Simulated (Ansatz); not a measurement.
Ansatz (a first-principles code) input (PBE0/6-31G*):

Ansatz 0.2 input:
```yaml
crystal:
  periodic: [false, false, false]
  atoms:
    - {symbol: C, position_ang: [1.69471601, 0.81198954, -0.43990892]}
    - {symbol: C, position_ang: [0.58048041, -0.12822384, -0.16416608]}
    - {symbol: C, position_ang: [-0.79685727, 0.49508857, -0.40654228]}
    - {symbol: C, position_ang: [-1.94293748, -0.49222832, -0.22290039]}
    - {symbol: O, position_ang: [0.69004681, -0.67964210, 1.15882672]}
    - {symbol: H, position_ang: [1.54617240, 1.70562340, -1.03044006]}
    - {symbol: H, position_ang: [2.69650168, 0.55702999, -0.12173048]}
    - {symbol: H, position_ang: [0.67368703, -1.01254635, -0.81147487]}
    - {symbol: H, position_ang: [-0.91649333, 1.34557838, 0.27367843]}
    - {symbol: H, position_ang: [-0.81108576, 0.90583910, -1.42089154]}
    - {symbol: H, position_ang: [-1.92736042, -0.92071019, 0.77917095]}
    - {symbol: H, position_ang: [-2.90831367, -0.00657581, -0.37398185]}
    - {symbol: H, position_ang: [-1.86742197, -1.31558855, -0.93730658]}
    - {symbol: H, position_ang: [0.78152974, 0.05873119, 1.77346839]}
basis:
  gaussian:
    orbitals: 6-31G*
hamiltonian:
  xc: {name: PBE0}
magnetization: {spin_polarized: true, initial_magnetization: 1}
```

End of the output:

```
integrals: 0.05 GiB planned
994 factors; integrals over basis functions are off by at most 6.0e-4 eV
0.15 GiB of the device are held for the grids
0.41 GiB of device memory are held for the factors and their scratch space
mean field: 0.29 GiB planned
mean field evaluation 1: about -6326.2584 eV, gradient 3.8e1 eV
mean field evaluation 2: about -6325.0155 eV, gradient 4.3e1 eV
mean field evaluation 4: about -6332.5302 eV, gradient 1.6e0 eV
mean field evaluation 8: about -6332.5338 eV, gradient 1.5e-1 eV
mean field evaluation 16: about -6332.5339 eV, gradient 1.0e-4 eV
mean field -6332.53394385 eV, -232.7163300910 hartree, gradient 5.3e-5 eV, S^2 0.754669; 0 other end points of the search recorded, 0 dependent functions left out
reference -6332.53396091 eV, -232.7163307178 hartree; 21, 20 occupied and 72, 73 virtual orbitals, 994 factors
Total energy: -6332.53396091 eV, -232.7163307178 hartree
```

It need not be the lowest isomer of its formula.
